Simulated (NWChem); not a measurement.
HSOF$_{2}$ cation; SMILES [OH+]=S(F)F

Program: NWChem. Pople sets run with spherical d functions. The geometry was optimised at PBE0/def2-SVP. B3LYP is NWChem's, with the RPA form of VWN correlation. Vertical excitations in the gas phase; the lowest state need not have the same character in each row.

```json
[
 {"level": "PBE/6-31+G*, TDA", "lowest excitation, singlet (eV)": "7.82", "oscillator strength of that lowest state": "0.001", "lowest state with f > 0.02, singlet (eV)": "8.40", "orbital gap (eV)": "7.18"},
 {"level": "B3LYP/6-31+G*, TDA", "lowest excitation, singlet (eV)": "8.46", "oscillator strength of that lowest state": "0.019", "lowest state with f > 0.02, singlet (eV)": "9.07", "orbital gap (eV)": "9.39"},
 {"level": "PBE0/6-31+G*, TDA", "lowest excitation, singlet (eV)": "8.60", "oscillator strength of that lowest state": "0.032", "lowest state with f > 0.02, singlet (eV)": "8.60", "orbital gap (eV)": "9.92"},
 {"level": "Hartree-Fock/6-31+G*, CIS", "lowest excitation, singlet (eV)": "9.69", "oscillator strength of that lowest state": "0.146", "lowest state with f > 0.02, singlet (eV)": "9.69", "orbital gap (eV)": "18.19"}
]
```
